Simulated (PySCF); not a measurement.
Species: C6H9F.
Numbering: `[CH3:1]/[CH:2]=[CH:3]\[CH:4]=[CH:5]\[CH2:6][F:7]` (hydrogens: H8, H9, H10 on C1; H11 on C2; H12 on C3; H13 on C4; H14 on C5; H15, H16 on C6)

Structure optimised with GFN2-xTB, isolated species.

Question: Give the optimised bond lengths and angles.

Answer: 
| bond | length (Å) | order |
| --- | --- | --- |
| C1–C2 | 1.490 | single |
| C2=C3 | 1.334 | double |
| C3–C4 | 1.444 | single |
| C4=C5 | 1.332 | double |
| C5–C6 | 1.493 | single |
| C6–F7 | 1.373 | single |
| C1–H8, C1–H9, C1–H10 | 1.089 | single |
| C2–H11 | 1.083 | single |
| C3–H12 | 1.083 | single |
| C4–H13 | 1.080 | single |
| C5–H14 | 1.082 | single |
| C6–H15, C6–H16 | 1.099 | single |

Bonds in one row agree within 0.01 Å and their mean is given. Orders are formal, as drawn. A selection of angles:
| angle | degrees |
| --- | --- |
| C2–C1–H8 | 109.7 |
| C2–C1–H9 | 112.5 |
| H8–C1–H9 | 108.7 |
| H8–C1–H10 | 107.3 |
| C1–C2–C3 | 127.6 |
| C1–C2–H11 | 114.3 |
| C3–C2–H11 | 118.2 |
| C2–C3–C4 | 126.8 |
| C2–C3–H12 | 118.4 |
| C4–C3–H12 | 114.8 |
| C3–C4–C5 | 122.8 |
| C3–C4–H13 | 118.3 |
| C5–C4–H13 | 118.9 |
| C4–C5–C6 | 125.0 |
| C4–C5–H14 | 121.3 |
| C6–C5–H14 | 113.7 |
| C5–C6–F7 | 112.5 |
| C5–C6–H15 | 111.0 |
| F7–C6–H15 | 106.7 |
| H15–C6–H16 | 108.9 |

Dihedral angles: C1–C2–C3–C4 0° (synperiplanar); C2–C3–C4–C5 180° (antiperiplanar); C3–C4–C5–C6 180° (antiperiplanar); C4–C5–C6–F7 0° (synperiplanar).

Of the pairs four or more bonds apart, H9···H13 is among the closest relative to their van der Waals radii: 2.11 Å, 88 % of the sum of Bondi's values. The 7 heavy atoms lie in one plane (0.001 Å rms). The 5 C–C bonds span 1.332 Å (C4=C5, drawn double) to 1.493 Å (C5–C6, drawn single), a spread of 0.161 Å.

Point group: Cs (tolerance 0.08 Å). GFN2-xTB frequencies: not computed here. The numbers are those of one conformer.
